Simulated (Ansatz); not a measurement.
`C[Si](C)(C)C#Cc1cc2sc(-c3cc4sc(-c5cc6sc(-c7cc8sc(-c9cc%10sc(-c%11cc%12sc(C#C[Si](C)(C)C)cc%12s%11)cc%10s9)cc8s7)cc6s5)cc4s3)cc2s1` with charge +1. Charge 1, multiplicity 2. Geometry r2SCAN-D4/def2-SVP, that of the neutral singlet; atoms count from 1.

```xyz
90

C    -8.490  -17.083  -11.907
Si   -8.063  -15.639  -13.030
C    -9.608  -14.957  -13.853
C    -6.805  -16.161  -14.326
C    -7.321  -14.312  -11.986
C    -6.825  -13.444  -11.267
C    -6.260  -12.452  -10.452
C    -5.762  -12.586   -9.158
C    -5.274  -11.361   -8.663
S    -4.545  -10.849   -7.174
C    -4.400   -9.194   -7.765
C    -3.823   -8.186   -6.920
C    -3.306   -8.332   -5.636
C    -2.832   -7.108   -5.122
S    -2.103   -6.606   -3.631
C    -1.995   -4.938   -4.196
C    -1.443   -3.930   -3.336
C    -0.849   -4.088   -2.087
C    -0.449   -2.852   -1.540
S     0.308   -2.353   -0.061
C     0.248   -0.660   -0.550
C     0.747    0.358    0.329
C     1.408    0.208    1.546
C     1.722    1.454    2.125
S     2.504    1.967    3.586
C     2.269    3.664    3.171
C     2.719    4.709    4.050
C     2.627    6.084    3.844
C     3.162    6.809    4.925
S     3.351    8.493    5.296
C     4.108    8.112    6.843
C     4.533    9.177    7.709
C     4.431   10.549    7.502
C     4.960   11.283    8.585
S     5.137   12.965    8.953
C     5.896   12.586   10.503
C     6.309   13.623   11.353
C     6.669   14.543   12.088
Si    7.211   15.892   13.223
C     9.088   15.989   13.186
C     6.610   15.480   14.955
C     6.455   17.505   12.623
C     6.000   11.213   10.711
C     5.470   10.485    9.626
S     5.291    8.799    9.255
C     4.206    6.739    7.048
C     3.671    6.012    5.966
S     3.478    4.329    5.595
C     1.617    3.812    1.948
C     1.313    2.566    1.367
S     0.521    2.057   -0.090
C    -0.333   -0.504   -1.806
C    -0.725   -1.741   -2.356
S    -1.497   -2.237   -3.828
C    -2.505   -4.793   -5.483
C    -2.977   -6.018   -5.998
S    -3.714   -6.520   -7.486
C    -4.898   -9.059   -9.057
C    -5.389  -10.283   -9.560
S    -6.117  -10.793  -11.046
H    -7.592  -17.472  -11.400
H    -9.212  -16.783  -11.130
H    -8.936  -17.909  -12.485
H   -10.081  -15.724  -14.488
H   -10.347  -14.632  -13.104
H    -9.370  -14.090  -14.490
H    -6.526  -15.314  -14.973
H    -7.215  -16.958  -14.968
H    -5.885  -16.543  -13.856
H    -5.767  -13.538   -8.627
H    -3.283   -9.288   -5.109
H    -0.718   -5.061   -1.610
H     1.645   -0.766    1.977
H     2.191    6.526    2.947
H     3.990   10.984    6.603
H     9.455   16.210   12.171
H     9.451   16.784   13.859
H     9.541   15.038   13.508
H     7.025   14.520   15.301
H     5.511   15.403   14.986
H     6.917   16.260   15.671
H     6.755   18.341   13.276
H     5.355   17.453   12.622
H     6.783   17.741   11.598
H     6.441   10.790   11.614
H     4.645    6.302    7.947
H     1.373    4.782    1.515
H    -0.459    0.468   -2.286
H    -2.525   -3.838   -6.011
H    -4.897   -8.111   -9.599
```

Single mean-field runs in def2-SVP are fitted with def2-universal-jkfit.

Problem. Estimate the Mulliken populations of the heavy atoms from the PBE0/def2-SVP orbitals of Ansatz.

Solution. 
```csv
atom,charge (e),spin (α − β)
C1,-0.32,0.00
Si2,0.51,0.00
C3,-0.32,0.00
C4,-0.32,0.00
C5,-0.37,0.06
C6,0.14,-0.04
C7,-0.17,0.07
C8,0.05,-0.03
C9,-0.05,0.05
S10,0.17,-0.01
C11,-0.10,-0.01
C12,-0.08,0.07
C13,-0.02,-0.01
C14,-0.05,0.06
S15,0.18,-0.01
C16,-0.10,0.02
C17,-0.09,0.06
C18,-0.02,0.01
C19,-0.05,0.05
S20,0.18,-0.02
C21,-0.09,0.04
C22,-0.09,0.05
C23,-0.01,0.02
C24,-0.05,0.04
S25,0.19,-0.02
C26,-0.09,0.06
C27,-0.10,0.02
C28,0.00,0.04
C29,-0.05,0.01
S30,0.18,-0.02
C31,-0.08,0.08
C32,-0.10,-0.01
C33,-0.01,0.06
C34,-0.07,-0.01
S35,0.21,-0.01
C36,-0.17,0.07
C37,0.14,-0.04
C38,-0.37,0.06
Si39,0.51,0.00
C40,-0.32,0.00
C41,-0.32,0.00
C42,-0.32,0.00
C43,0.05,-0.03
C44,-0.05,0.05
S45,0.17,-0.01
C46,-0.02,-0.01
C47,-0.05,0.06
S48,0.19,-0.01
C49,-0.01,0.01
C50,-0.05,0.04
S51,0.18,-0.02
C52,-0.01,0.02
C53,-0.05,0.04
S54,0.18,-0.02
C55,-0.01,0.04
C56,-0.05,0.02
S57,0.18,-0.02
C58,-0.01,0.05
C59,-0.07,-0.01
S60,0.21,-0.01
```
Mulliken values depend strongly on the basis.

Problem. Where does the spin sit?

Solution. Summed by element: C 1.17, Si -0.01, S -0.16, H -0.01, of 1 unpaired in all. Largest on single atoms: C31 0.08, C12 0.07, C36 0.07.

Problem. And the Mayer bond orders between heavy atoms (over 0.3, the first 40 of 71)?

Solution. C1–Si2 1.03 (1.88 Å); Si2–C3 1.03 (1.88 Å); Si2–C4 1.03 (1.88 Å); Si2–C5 0.82 (1.84 Å); C5–C6 2.71 (1.23 Å); C6–C7 1.09 (1.40 Å); C7–C8 1.46 (1.39 Å); C7–S60 1.09 (1.77 Å); C8–C9 1.30 (1.41 Å); C9–S10 1.08 (1.74 Å); C9–C59 1.36 (1.41 Å); S10–C11 1.10 (1.76 Å); C11–C12 1.24 (1.44 Å); C11–C58 1.45 (1.39 Å); C12–C13 1.44 (1.39 Å); C12–S57 1.10 (1.76 Å); C13–C14 1.34 (1.41 Å); C14–S15 1.09 (1.73 Å); C14–C56 1.35 (1.41 Å); S15–C16 1.09 (1.76 Å); C16–C17 1.26 (1.44 Å); C16–C55 1.42 (1.39 Å); C17–C18 1.42 (1.39 Å); C17–S54 1.10 (1.76 Å); C18–C19 1.35 (1.41 Å); C19–S20 1.08 (1.74 Å); C19–C53 1.34 (1.41 Å); S20–C21 1.09 (1.76 Å); C21–C22 1.27 (1.44 Å); C21–C52 1.42 (1.39 Å); C22–C23 1.42 (1.39 Å); C22–S51 1.09 (1.76 Å); C23–C24 1.35 (1.41 Å); C24–S25 1.08 (1.73 Å); C24–C50 1.34 (1.41 Å); S25–C26 1.10 (1.76 Å); C26–C27 1.23 (1.44 Å); C26–C49 1.44 (1.39 Å); C27–C28 1.44 (1.39 Å); C27–S48 1.09 (1.76 Å).
